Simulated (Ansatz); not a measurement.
Isolated molecules relaxed with PBE0-D4/def2-TZVP in Ansatz; ΔE leaves out vibrations. CCSD(T)/CBS adds triple-zeta CCSD(T) − MP2 to the extrapolated MP2 energy (def2 sets, frozen cores). This one scheme is used for every species. DFT in def2-TZVPP. B3LYP here is the variant with VWN-RPA as its local correlation; programs differ in this. For Ge outer-core shells are correlated without core-valence functions, which leaves a few kJ/mol of doubt a bond. Scalar relativity is left out up to krypton.

Consider the formal exchange of groups at the Si–C bond: `C#C[SiH]1CS1` + GeH₄ → `[GeH3][SiH]1CS1` + acetylene.

```tsv
level	ΔE (kJ/mol)	difference from CCSD(T)/CBS
r2SCAN-D4	18.3	4.2
PBE0-D4	11.1	-3.0
ωB97X-V	16.6	2.5
B2PLYP	20.9	6.8
B3LYP	19.7	5.6
HF/def2-TZVPP	27.5	13.4
MP2/def2-TZVPP	21.4	7.3
SCS-MP2/def2-TZVPP	23.7	9.6
CCSD(T)/def2-TZVPP	17.0	2.9
HF/def2-QZVPP	28.6	14.5
CCSD(T)/CBS	14.1	0
```

Largest T1 diagnostic among the species: 0.013.

In def2-TZVPP, CCSD(T) changes the Hartree–Fock value by −10.5 kJ/mol (the triples alone add −0.2 kJ/mol) and MP2 by −6.1 kJ/mol.
